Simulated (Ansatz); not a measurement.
Compare A (`N=C=C(F)[SiH3]`) with its isomer B (`FC1C=N[SiH2]1`).

Gas-phase electronic energies from Ansatz, PBE0-D4/def2-TZVP geometries. CBS: MP2 limit from def2 TZ/QZ plus the TZ coupled-cluster correction, frozen cores. Functionals use def2-TZVPP. B3LYP here is the variant with VWN-RPA as its local correlation; programs differ in this. Each species was taken in one conformer, which may not be the lowest.

A:

```xyz
9

N     1.2902   -0.7736   -1.9385
C     0.8188   -0.0485   -1.0812
C     0.1650    0.6918   -0.2129
F     0.3461    2.0409   -0.2321
Si   -0.9840   -0.0340    1.0551
H     2.2053   -1.1743   -1.7340
H    -2.3536    0.5128    0.8810
H    -0.5118    0.2862    2.4267
H    -0.9760   -1.5012    0.8358
```

B:

```xyz
9

F     1.144   -0.912   -1.450
C     0.305   -0.767   -0.367
C     0.877   -0.002    0.809
N     0.075    0.914    1.209
Si   -0.966    0.654   -0.219
H    -0.045   -1.760   -0.065
H     1.842   -0.218    1.284
H    -2.404    0.369    0.034
H    -0.828    1.722   -1.237
```

(1) Which is lower in electronic energy at CCSD(T)/CBS, and by how much? (An estimate is asked.)

(2) Give E(B) − E(A) in kcal/mol with B3LYP, B2PLYP, CCSD(T)/def2-TZVPP, MP2/def2-TZVPP, CCSD(T)/def2-SVP, HF/def2-TZVPP, r2SCAN-D4. (Estimate.)

(3) Does the order hold for the free energy at 298.15 K (harmonic terms from PBE0-D4)? (Estimate.)

Largest T1 diagnostic: 0.015.

Results:

(1) Ansatz gave: B, by 19.3 kcal/mol.

(2) Computed: B3LYP -12.5, B2PLYP -15.3, CCSD(T)/def2-TZVPP -18.5, MP2/def2-TZVPP -20.1, CCSD(T)/def2-SVP -15.1, HF/def2-TZVPP -17.9, r2SCAN-D4 -14.5. None reverses the order clearly.

(3) Computed: Yes: G(B) − G(A) = -15.7 kcal/mol, for one conformer each.

At CCSD(T), def2-SVP lies +4.2 kcal/mol from the extrapolated value and def2-TZVPP +0.8 kcal/mol. From PBE to PBE0 (25 % exact exchange), in def2-TZVPP and without D4, E(B) − E(A) moves by −4.0 kcal/mol.
